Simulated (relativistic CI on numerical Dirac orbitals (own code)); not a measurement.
Radial parameters of Tl LIX

Calculated at this level of theory: Dirac-Coulomb-Breit CI, KLI orbitals optimised for each configuration, model QED (radiative potential, 1s self-energy scaled to tabulated hydrogen-like ionisation energies), unscaled Slater integrals (own radial code, finite nucleus).

Slater integrals F^k, G^k are unscaled and averaged over j, outside the closed core [Ne]; ζ comes from projecting the Hamiltonian with its Breit term on Σ l·s of the shell.

- 3s²3p⁶3d⁵: F^2(3d,3d) = 674280, F^4(3d,3d) = 435730, ζ(3d) = 355780 cm⁻¹; <r>(3d) = 0.1516, <r^2>(3d) = 0.02663 (bohr units).
- 3s²3p⁵3d⁶: ζ(3p) = 2.727e+06, F^2(3d,3d) = 673460, F^4(3d,3d) = 435180, F^2(3p,3d) = 582530, G^1(3p,3d) = 617400, G^3(3p,3d) = 412620, ζ(3d) = 353330 cm⁻¹; <r>(3p) = 0.1689, <r^2>(3p) = 0.03312, <r>(3d) = 0.1518, <r^2>(3d) = 0.02669 (bohr units).
- 3s²3p⁴3d⁷: F^2(3p,3p) = 576020, ζ(3p) = 2.7258e+06, F^2(3d,3d) = 672620, F^4(3d,3d) = 434600, F^2(3p,3d) = 582150, G^1(3p,3d) = 617440, G^3(3p,3d) = 412510, ζ(3d) = 350900 cm⁻¹; <r>(3p) = 0.169, <r^2>(3p) = 0.03317, <r>(3d) = 0.152, <r^2>(3d) = 0.02675 (bohr units).

Question: Give the Racah parameters of the d shell in 3s²3p⁶3d⁵.

Answer: B = F²/49 − 5F⁴/441 = 8821 cm⁻¹ and C = 35F⁴/441 = 34582 cm⁻¹.

Averages of the first 10 configurations, taken without configuration mixing, which lowers the lowest level and can move excited configurations by several eV; other configurations of the list can lie among them:

```
Configuration  Parity  States  Average energy above the lowest level (eV)
    3s²3p⁶3d⁵    even     252                                       230.3
    3s²3p⁵3d⁶     odd    1260                                       838.1
    3s²3p⁴3d⁷    even    1800                                      1455.4
     3s3p⁶3d⁶    even     420                                      1443.5
       3p⁶3d⁷    even     120                                      2669.3
     3s3p⁵3d⁷     odd    1440                                      2049.6
  3s²3p⁶3d⁴4s    even     420                                      2553.6
  3s²3p⁶3d⁴4p     odd    1260                                      2784.7
  3s²3p⁴3d⁶4s    even    6300                                      3756.3
  3s²3p⁵3d⁵4s     odd    3024                                      3150.1
```
